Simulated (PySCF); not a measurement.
Spectrum to structure. Level of theory: PySCF 2.14.0, density-fitted response routines, TDDFT wB97X-D/def2-SVPD, vertical, gas phase, core orbitals frozen in the response. Geometries: GFN2-xTB, one conformer each.

| state | λ (nm) | f |
| --- | --- | --- |
| S1 | 208.3 | 0.030 |
| S2 | 205.9 | 0.0008 |
| S3 | 199.8 | 0.0081 |
| S4 | 198.7 | 0.010 |
| S5 | 192.9 | 0.0042 |
| S6 | 179.2 | 0.017 |
| S7 | 176.8 | 0.016 |
| S8 | 173.1 | 0.020 |

Orbital energies (eV): HOMO-3 -10.66, HOMO-2 -10.24, HOMO-1 -9.85, HOMO -9.63, LUMO 0.70, LUMO+1 1.27, LUMO+2 1.43.

Question: Which candidate is it? All have the formula C2H10OSi4.
A. `[SiH3]C#C[SiH2][SiH2]O[SiH3]`
B. `C#C[SiH2][SiH2]O[SiH2][SiH3]`
C. `C[Si@H]1[SiH2][Si@@H](C=O)[SiH2]1`
D. `O=CC[SiH]1[SiH2][SiH2][SiH2]1`
E. `C[Si@H]1[SiH2][Si@H](C=O)[SiH2]1`

Answer: B. Its S1, at 5.95 eV, is the highest among the candidates; the nearest of the others has S1 at 5.60 eV. S1 is HOMO→LUMO (76%). Löwdin shares by element: HOMO silicon 29% or more, oxygen 15%, carbon 13% or more (atoms not listed hold the other 43%); LUMO silicon 50% or more, carbon 8% or more (atoms not listed hold the other 42%). At the same level the other candidates give, for their lowest levels:
- `O=CC[SiH]1[SiH2][SiH2][SiH2]1`: 289 nm (f 0.002); 258 nm (f 0.002); 229 nm (f 0.004); 227 nm (f 0.004); 214 nm (f 0.008); T1 3.80 eV; HOMO -9.15, LUMO 0.18 eV
- `[SiH3]C#C[SiH2][SiH2]O[SiH3]`: 222 nm (f 0.001); 214 nm (f 0.028); 213 nm (f 0.003); 195 nm (f 0.061); 180 nm (f 0.005); T1 4.71 eV; HOMO -9.56, LUMO 0.77 eV
- `C[Si@H]1[SiH2][Si@H](C=O)[SiH2]1`: 393 nm (f 0.000); 259 nm (f 0.002); 258 nm (f 0.006); 233 nm (f 0.166); 228 nm (f 0.001); T1 2.58 eV; HOMO -8.72, LUMO -0.01 eV
- `C[Si@H]1[SiH2][Si@@H](C=O)[SiH2]1`: 391 nm (f 0.000); 256 nm (f 0.001); 252 nm (f 0.003); 236 nm (f 0.147); 227 nm (f 0.002); T1 2.59 eV; HOMO -8.78, LUMO -0.05 eV

Shape of the structure used: `[CH:1]#[C:2][SiH2:3][SiH2:4][O:5][SiH2:6][SiH3:7]`: C2–Si3–Si4–O5 -28°, Si3–Si4–O5–Si6 31°, Si4–O5–Si6–Si7 50°.
Triplets come from the Tamm–Dancoff approximation.
